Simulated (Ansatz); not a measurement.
Al(PF3)H3 (AlPH₃F₃). Total charge 0; singlet. Geometry B3LYP-D4/def2-SVP; atoms count from 1.

```xyz
8

Al    0.886    0.799    0.941
F    -1.021   -2.018   -0.219
F    -0.067   -0.836   -2.100
F    -2.026    0.043   -0.989
P    -0.600   -0.549   -0.637
H     0.942    2.045   -0.047
H     2.065   -0.268    0.929
H    -0.179    0.783    2.122
```

Another isomer (singlet) lies 4.31 eV lower at PBE0-D4/def2-TZVP; other spin states weren't run for this one.

Q: Estimate the Mulliken populations from the PBE0/def2-TZVP orbitals of Ansatz.

A: 
```
atom  charge (e)
 Al1        0.15
  F2       -0.20
  F3       -0.20
  F4       -0.20
  P5        0.81
  H6       -0.12
  H7       -0.12
  H8       -0.12
```
Mulliken values depend strongly on the basis.

Q: And the Mayer bond orders between heavy atoms (over 0.3)?

A: Al1–P5 0.49 (2.55 Å); F2–P5 1.15 (1.58 Å); F3–P5 1.15 (1.58 Å); F4–P5 1.15 (1.58 Å).
